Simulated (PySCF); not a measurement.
C4H9NSi, SMILES [Si@@H](C=C=C)(N)C. Atoms are numbered in the order given.

```xyz
15

C      3.0800    -0.8486     0.1244
C      1.8767    -0.4989     0.5120
C      0.6588    -0.1445     0.8506
Si    -0.6772     0.2248    -0.4124
C     -2.1090    -0.9757    -0.2672
N     -1.2983     1.8090    -0.0553
H      3.3401    -1.9006    -0.0381
H      3.8630    -0.1001    -0.0412
H      0.4139    -0.0631     1.9217
H     -0.0331     0.0585    -1.7590
H     -2.5530    -0.9365     0.7404
H     -1.7740    -2.0076    -0.4574
H     -2.9024    -0.7438    -0.9974
H     -2.1736     2.0958    -0.4857
H     -0.6518     2.5935    -0.0425
```
Charge 0, spin multiplicity 1.

Coordinates come from a r2SCAN-D4/def2-SVP optimisation. The structure was generated by enumeration; whether it is a known compound was not checked. The values are those of a single conformer.

Two levels are set side by side: PBE/pcSseg-1 (PySCF) and PBE0/pcSseg-1 (PySCF). GIAO shifts against NH3 (¹⁵N), TMS (²⁹Si), TMS (¹H), TMS (¹³C) at the same level; non-relativistic, no solvent, atoms listed together averaged. Differences are taken from unrounded values.

| quantity | PBE |
|---|---|
| δ(¹³C) of C1 (ppm) | 70.9 |
| δ(¹³C) of C2 (ppm) | 226.0 |
| δ(¹³C) of C3 (ppm) | 85.7 |
| δ(²⁹Si) of Si4 (ppm) | -11.5 |
| δ(¹³C) of C5 (ppm) | 1.1 |
| δ(¹⁵N) of N6 (ppm) | 25.6 |
| δ(¹H) of H7, H8 (ppm) | 4.78 |
| δ(¹H) of H9 (ppm) | 5.39 |
| δ(¹H) of H10 (ppm) | 5.55 |

Problem. These are the PBE values. What does PBE0 give? (An estimate is asked for; the answer gives what the named calculation found.)

Solution. 
```tsv
quantity	PBE0	PBE minus PBE0
δ(¹³C) of C1 (ppm)	73.4	-2.5
δ(¹³C) of C2 (ppm)	231.2	-5.2
δ(¹³C) of C3 (ppm)	87.0	-1.3
δ(²⁹Si) of Si4 (ppm)	-10.5	-0.9
δ(¹³C) of C5 (ppm)	1.2	0.0
δ(¹⁵N) of N6 (ppm)	21.1	4.5
δ(¹H) of H7, H8 (ppm)	4.90	-0.12
δ(¹H) of H9 (ppm)	5.45	-0.06
δ(¹H) of H10 (ppm)	5.29	0.26
```

Rough cost on one machine, each run with all the roots and properties that it gave: PBE0 against PBE within a factor of 2.
